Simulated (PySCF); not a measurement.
HKO, charge -1, doublet, at a GFN2-xTB geometry (such geometries of metal compounds can be far from the true shape) (a state made from the parent by changing its charge; the spin is typed, not shown lowest); PySCF with DF-WB97M-V/def2-SVP.

Here is a job for PySCF.
```python
from pyscf import gto, scf, dft

mol = gto.Mole()
mol.atom = '''
    K    -0.000000   -0.000000   -1.053636
    O     0.000000    0.000000    2.116721
    H     0.000000    0.000000    3.085324
'''
mol.basis = 'def2-svp'
mol.charge = -1
mol.spin = 1
mol.verbose = 4
mol.build()

mf = dft.UKS(mol)
mf.xc = 'wb97m_v'
mf = mf.density_fit(auxbasis='def2-universal-jkfit')
mf.kernel()
```

Output, abridged:

```
PySCF version 2.14.0

[INPUT] verbose = 4
[INPUT] num. atoms = 3
[INPUT] num. electrons = 29
[INPUT] charge = -1
[INPUT] spin (= nelec alpha-beta = 2S) = 1
[INPUT] symmetry False subgroup None
[INPUT] Mole.unit = angstrom
[INPUT] Symbol           X                Y                Z      unit          X                Y                Z       unit  Magmom
[INPUT]  1 K      0.000000000000   0.000000000000  -1.053636000000 AA    0.000000000000   0.000000000000  -1.991083474982 Bohr   0.0
[INPUT]  2 O      0.000000000000   0.000000000000   2.116721000000 AA    0.000000000000   0.000000000000   4.000022972115 Bohr   0.0
[INPUT]  3 H      0.000000000000   0.000000000000   3.085324000000 AA    0.000000000000   0.000000000000   5.830417365548 Bohr   0.0

nuclear repulsion = 32.1707836890855
number of shells = 19
number of NR pGTOs = 82
number of NR cGTOs = 43
basis = def2-svp
ecp = {}

******** <class 'pyscf.df.df_jk.DFUKS'> ********
method = DFUKS
initial guess = minao
damping factor = 0
level_shift factor = 0
DIIS = <class 'pyscf.scf.diis.CDIIS'>
diis_start_cycle = 1
diis_space = 8
diis_damp = 0
SCF conv_tol = 1e-09
SCF conv_tol_grad = None
SCF max_cycles = 50
direct_scf = False
number electrons alpha = 15  beta = 14
XC library pyscf.dft.libxc version 7.1.2
    S. Lehtola, C. Steigemann, M. J. T. Oliveira, and M. A. L. Marques,  SoftwareX 7, 1–5 (2018)
XC functionals = wb97m_v
    N. Mardirossian and M. Head-Gordon,  J. Chem. Phys. 144, 214110 (2016)
radial grids:
    Treutler-Ahlrichs [JCP 102, 346 (1995); DOI:10.1063/1.469408] (M4) radial grids

becke partition: Becke, JCP 88, 2547 (1988); DOI:10.1063/1.454033
pruning grids: <function nwchem_prune>
grids dens level: 3
symmetrized grids: False
atomic radii adjust function: <function treutler_atomic_radii_adjust>
** Following is NLC and NLC Grids **
NLC functional = wb97m_v
radial grids:
    Treutler-Ahlrichs [JCP 102, 346 (1995); DOI:10.1063/1.469408] (M4) radial grids

becke partition: Becke, JCP 88, 2547 (1988); DOI:10.1063/1.454033
pruning grids: <function nwchem_prune>
grids dens level: 3
symmetrized grids: False
atomic radii adjust function: <function treutler_atomic_radii_adjust>
small_rho_cutoff = 0
Set gradient conv threshold to 3.16228e-05
tot grids = 43936
tot grids = 43936
******** <class 'pyscf.df.df.DF'> ********
auxbasis = def2-universal-jkfit
Create RSH-DF object <pyscf.df.df.DF object> for omega=0.3
******** <class 'pyscf.df.df.DF'> ********
auxbasis = auxmol.basis = def2-universal-jkfit
init E= -675.183201242118

cycle= 1 E= -675.30402053339  delta_E= -0.121  |g|= 0.675  |ddm|= 1.02
cycle= 2 E= -670.802548366833  delta_E=  4.5  |g|= 1.82  |ddm|= 12.1
cycle= 3 E= -675.418603829056  delta_E= -4.62  |g|= 0.419  |ddm|= 12.2
cycle= 4 E= -675.491278071599  delta_E= -0.0727  |g|= 0.193  |ddm|= 0.328
cycle= 5 E= -675.514091346527  delta_E= -0.0228  |g|= 0.0242  |ddm|= 0.256
cycle= 6 E= -675.515218174495  delta_E= -0.00113  |g|= 0.00944  |ddm|= 0.0883
cycle= 7 E= -675.51529807543  delta_E= -7.99e-05  |g|= 0.00421  |ddm|= 0.0185
cycle= 8 E= -675.515315015194  delta_E= -1.69e-05  |g|= 0.00116  |ddm|= 0.0108
cycle= 9 E= -675.51531688596  delta_E= -1.87e-06  |g|= 0.000229  |ddm|= 0.00445
cycle= 10 E= -675.515317222202  delta_E= -3.36e-07  |g|= 8.32e-05  |ddm|= 0.00252
cycle= 11 E= -675.515317254014  delta_E= -3.18e-08  |g|= 1.9e-05  |ddm|= 0.000635
cycle= 12 E= -675.515317255689  delta_E= -1.67e-09  |g|= 5.38e-06  |ddm|= 0.000191
cycle= 13 E= -675.515317255877  delta_E= -1.88e-10  |g|= 1.47e-06  |ddm|= 9.05e-05
Extra cycle  E= -675.515317255886  delta_E= -9.09e-12  |g|= 8.83e-07  |ddm|= 1.02e-05
converged SCF energy = -675.515317255886  <S^2> = 0.75025374  2S+1 = 2.0002537
```
